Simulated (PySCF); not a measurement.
Calculated NMR data

- GIAO PBE0/pcSseg-1 shieldings
- structure optimised with GFN2-xTB
- code: PySCF 2.14.0 with density-fitted response routines
- one conformer, fast rotation and ring inversion assumed for equivalent nuclei, no solvent, no relativistic terms

δ = σ(ref) − σ, references computed at the same level: 1H (31.72 ppm), 13C (186.93 ppm) vs TMS. Splittings of carbon signals by F and P are missing where no couplings were computed. Where no couplings were computed, multiplicities follow the n + 1 count of equivalent neighbours, and m marks all less simple cases (inequivalent or close neighbours, rings, F or P nearby). Shifts are as computed. Against solution values, carbons near 30 ppm lie about +3 ppm off and those near 130 ppm about +5 ppm. Of 1211 compounds with measured shifts, 218 miss one by over three times the rms of a fit or turn the order of signals round; such compounds aren't used in these exercises.

Compound 1 (C7H6N2). 1H NMR (600 MHz, computed): δ 1.89 (s, 2H), 1.51 (m, 2H), 1.17 (m, 2H). 13C{1H} NMR (computed): δ 121.0, 30.5, 28.2, 10.6, 4.8. Structure: SMILES N#CC1(C#N)CC12CC2.

Compound 2 (C5H8NPSi). 1H NMR (600 MHz, computed): δ 9.86 (m, 1H), 9.22 (m, 1H), 4.53 (s, 3H), 3.10 (m, 3H). 13C{1H} NMR (computed): δ 205.8 (C), 185.2 (CH), 156.3 (CH), 127.7 (C), 33.9 (CH3). Structure: SMILES [SiH3]c1cnc(C)pc1.

Compound 3 (C5H8NPSi). 1H NMR (600 MHz, computed): δ 8.91 (m, 1H), 8.74 (d, 1H), 8.00 (m, 1H), 7.27 (m, 1H), 4.09 (m, 3H), 3.20 (m, 1H). 13C{1H} NMR (computed): δ 158.5 (CH), 153.6 (CH), 145.7 (CH), 136.3 (C), 128.8 (CH). Structure: SMILES [SiH3]Pc1cccnc1.
